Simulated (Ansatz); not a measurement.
CH8Si2Te (`[SiH3][SiH2]C[TeH]`), relaxed with RKS PBE-D4/def2-SVP in Ansatz 0.2.0 from a rough embedded geometry. The force threshold is 0.03 eV/Å; the program also tests the step.

Charge 0, multiplicity 1. Te: def2 effective core potential.

Start:

```xyz
12

Si   -0.914    0.736    1.466
Si   -0.092    0.712   -0.548
C     0.156   -1.052   -1.062
Te    1.636   -2.027    0.034
H    -2.217    0.036    1.551
H    -1.159    2.174    1.927
H    -0.008    0.113    2.423
H     1.160    1.401   -0.605
H    -1.047    1.408   -1.493
H     0.450   -1.059   -2.179
H    -0.798   -1.595   -0.980
H     2.835   -0.848   -0.535
```

(1) By how much does the energy fall, and how many steps does the optimiser take? (Best estimate.)

(2) Which bonds change most? (Best estimate.)

(3) Give the relaxed structure. (Best estimate.)

## Answers

(1) Computed: 12.68 kcal/mol, in 11 steps, 1 of them rejected.

(2) The calculation gave: Si1–Si2 from 2.176 to 2.357 Å; C3–Te4 from 2.084 to 2.191 Å; Te4–H12 from 1.775 to 1.683 Å; Si2–H8 from 1.430 to 1.508 Å.

(3) Computed: 
```xyz
12

Si   -0.817    0.748    1.576
Si   -0.077    0.776   -0.661
C     0.102   -1.002   -1.303
Te    1.389   -2.185    0.018
H    -1.775   -0.398    1.774
H    -1.549    2.030    1.884
H     0.321    0.611    2.549
H     1.260    1.468   -0.758
H    -1.049    1.541   -1.530
H     0.488   -1.068   -2.339
H    -0.876   -1.522   -1.263
H     2.582   -0.998    0.056
```
